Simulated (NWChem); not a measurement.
Molecule: CH₃F₂Ga; SMILES [CH3][Ga]([F])[F]

Problem. Give the equilibrium geometry at PBE0/def2-SVP (NWChem) as a list of bonds and angles, with the point group.

Solution. point group C1; any orientation.
Bonds (Å): Ga1–F2 1.748, Ga1–F3 1.748, Ga1–C4 1.935, C4–H5 1.099, C4–H6 1.100, C4–H7 1.098. Bond angles (°): F2–Ga1–F3 110.9, F2–Ga1–C4 124.6, F3–Ga1–C4 124.5, Ga1–C4–H5 109.7, Ga1–C4–H6 109.3, Ga1–C4–H7 110.4, H5–C4–H6 108.3, H5–C4–H7 109.8, H6–C4–H7 109.4.
